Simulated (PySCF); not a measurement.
C3HF2N2O2 (doublet state).
Numbering: `[F:1][C:2]([F:3])[O:4][c:5]1[n:6][cH:7][n:8][o:9]1` (hydrogens: H10 on C7)

Cartesian coordinates in Å at the GFN2-xTB level; atoms count from 1:
```xyz
10
C3HF2N2O2 angstrom
F      1.9969    1.2525    0.5543
C      2.1510    0.2186   -0.2642
F      3.3420   -0.3446   -0.0925
O      1.1750   -0.7054   -0.3217
C     -0.0980   -0.4046   -0.1581
N     -0.6537    0.7119    0.2125
C     -1.9711    0.3939    0.1873
N     -2.2068   -0.8296   -0.1720
O     -0.9854   -1.3786   -0.4111
H     -2.7410    1.0906    0.4429
```

The hyperfine couplings belong to this conformer and change with its torsions.

Method used: UKS B3LYP, pcH-1 on C F H N O, non-relativistic, mean-field spin-orbit, GIAO in PySCF. One conformer (not necessarily the lowest) at the GFN2-xTB geometry, without solvent, vibrations or thermal averaging. The geometry wasn't refined by DFT: couplings that depend on bond lengths, twists or pyramidal angles can differ widely from those at the functional's own minimum. No stability test was run, so a lower SCF solution isn't excluded.

Q: Break the g tensor into its mass correction, gauge correction and orbital-Zeeman/spin–orbit terms.

A: 
```json
{"Δg (ppm)": "relativistic mass correction", "1": "-281", "2": "-281", "3": "-281"}
{"Δg (ppm)": "gauge correction", "1": "22", "2": "35", "3": "34"}
{"Δg (ppm)": "orbital Zeeman/spin–orbit", "1": "-229", "2": "1579", "3": "2328"}
{"Δg (ppm)": "total", "1": "-488", "2": "1333", "3": "2082"}
```

So g = 2.00183, 2.00365, 2.00440 and g_iso = 2.00330; the tensor is rhombic: the two nearest values differ by 29 % of g3 − g1. 

Q: At 33.858 GHz, how far is the centre of the isotropic spectrum from where a free electron (g = 2.002319) resonates?

A: B = hν/(g μB) with μB/h = 13.99624 MHz/mT gives 1208.14 mT for the free electron and 1207.55 mT at g_iso, 0.59 mT lower.

Q: What effective moment and Curie constant follow for a powder?

A: With the mean of g² = 4.0132 and S(S+1) = 0.75: μ_eff = √(⟨g²⟩S(S+1)) = 1.735 μB and χT = 0.12505·⟨g²⟩·S(S+1) = 0.376 cm³ K/mol (cgs; spin-Hamiltonian part alone).

Q: What are the electron Larmor frequencies g μB B/h along the three axes at 1200 mT?

A: 33.6217, 33.6523, 33.6649 GHz for g1, g2 and g3, a range of 43.2 MHz.

Q: In a frozen sample, at which fields do the three g values resonate at 9.5, 34, 94 and 263 GHz (hyperfine left aside), and which band first spreads them over more than twice a line width of 0.3 mT?

A: 
| band | GHz | B(g3) mT | B(g2) mT | B(g1) mT | spread mT |
| --- | --- | --- | --- | --- | --- |
| X | 9.5 | 338.63 | 338.76 | 339.07 | 0.43 |
| Q | 34.0 | 1211.94 | 1212.40 | 1213.50 | 1.56 |
| W | 94.0 | 3350.67 | 3351.92 | 3354.97 | 4.30 |
| J | 263.0 | 9374.75 | 9378.25 | 9386.78 | 12.04 |

The spread grows in proportion to the frequency. Q band is the first where it exceeds 0.6 mT.

The largest Mulliken spin population is on C2 (+0.81). The angles at C2 add up to 340.6°, so it is pyramidal.

The HOMO–LUMO gaps are 5.76 eV among the α and 5.71 eV among the β orbitals.
